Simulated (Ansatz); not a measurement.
Born–Oppenheimer molecular dynamics of GaH$_{3}$S$_{2}$ (6 atoms, charge 0, multiplicity 1). It starts from a relaxed structure.

The calculation used RKS LDA/def2-SVP (Ansatz).

| Property | Result |
| --- | --- |
| ensemble | NVT, Langevin thermostat |
| time step | 0.25 fs |
| steps asked | 300 |
| set temperature | 100 K |
| friction | 0.01 /fs |
| seed | 12622 |

First frame:

```xyz
6
Properties=species:S:1:pos:R:3
S -1.539 -1.063 -0.381
Ga 0.321 -0.006 -0.826
S 1.404 1.037 0.758
H -1.530 -0.739 0.945
H 0.875 0.003 -2.277
H 0.511 0.704 1.735
```

(1) How far do the bonds stretch over the last three quarters of this one trajectory? (Pairs bonded in most of those frames.)

## Answers

(1) 
```csv
bond,mean (Å),spread (Å),shortest,longest
S1–Ga2,2.198,0.016,2.17,2.22
S1–H4,1.366,0.007,1.35,1.38
Ga2–S3,2.194,0.015,2.17,2.21
Ga2–H5,1.553,0.010,1.53,1.57
S3–H6,1.365,0.004,1.36,1.38
```

Mean temperature of the second half: 62 K. The mean temperature of the second half is 38 % below the set value. A run of 0.075 ps of so small a system gives no equilibrium averages.

The run took 3.5 min on 1 thread of Intel(R) Xeon(R) Platinum 8488C (Sapphire Rapids) (shared host), peak memory 0.13 GiB.
